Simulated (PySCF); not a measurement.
PySCF was given this input:
```python
from pyscf import gto, scf, dft

mol = gto.Mole()
mol.atom = '''
    O     1.34790420   -0.49857345    0.00923664
    B     0.12623520   -0.04669287    0.00086504
    O    -0.94645583   -0.91561202   -0.00145748
    O    -0.12278728    1.31111211   -0.00586961
    H    -1.81315905   -0.50618699   -0.00774958
    H    -1.04730568    1.56423828   -0.01185202
'''
mol.basis = '6-31g**'
mol.spin = 1
mol.verbose = 4
mol.build()

mf = dft.UKS(mol)
mf.xc = 'wb97x'
mf.grids.atom_grid = (99, 590)
mf.grids.prune = None
mf.kernel()
```

Q: What does this run give for the HOMO energy, total energy, number of basis functions, Mulliken (on the basis functions themselves) charges in atom order, nuclear repulsion energy?

A: 
- HOMO energy: -11.72 eV
- total energy: -251.715530 Ha
- number of basis functions: 66
- Mulliken (on the basis functions themselves) charges in atom order: O1 -0.17, B2 0.56, O3 -0.51, O4 -0.51, H5 0.32, H6 0.32
- nuclear repulsion energy: 108.0448 Eh

These values belong to the state on which the SCF converged, which isn't shown to be the lowest.

Q: Roughly what does it cost on one core?

A: roughly 29 core-seconds.
